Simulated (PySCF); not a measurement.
Method: PBE0-D4/def2-TZVPD (PySCF). Isolated molecules, 0 K electronic values unless said otherwise. One relaxed conformer stands for a flexible species; it need not be the lowest. 

Reference species (SMILES): `[O-][GeH3]` (not the most acidic site) (charge -1, multiplicity 1).

```
Quantity    Result
--------  --------
HOMO      -0.95 eV
```

Changed species: `[GeH2-][OH]` (proton removed from Ge2; the reference has proton removed from O1).

Give the shifts of the HOMO.

the HOMO rises by 0.86 eV, to -0.09 eV.
